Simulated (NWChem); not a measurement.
# MgSiH3I; SMILES [SiH3][Mg][I]

```xyz
6

Mg     0.0000     0.0000     1.1094
I      0.0000     0.0000    -1.4627
Si     0.0000     0.0000     3.6775
H      0.9453    -1.0199     4.2416
H     -1.3559    -0.3087     4.2416
H      0.4106     1.3286     4.2416
```
Atoms are numbered in this order, from 1.

All runs: NWChem. All runs use the structure optimised with PBE0/def2-SVP. def2 effective core potentials on I; no spin-orbit coupling.

Q: What does the run give for B3LYP/def2-SVP? Quantities: highest occupied level (eV); orbital gap (eV); dipole (D).

A: 
| Property | Result |
|---|---|
| highest occupied level (eV) | -7.16 |
| orbital gap (eV) | 5.69 |
| dipole (D) | 1.14 |
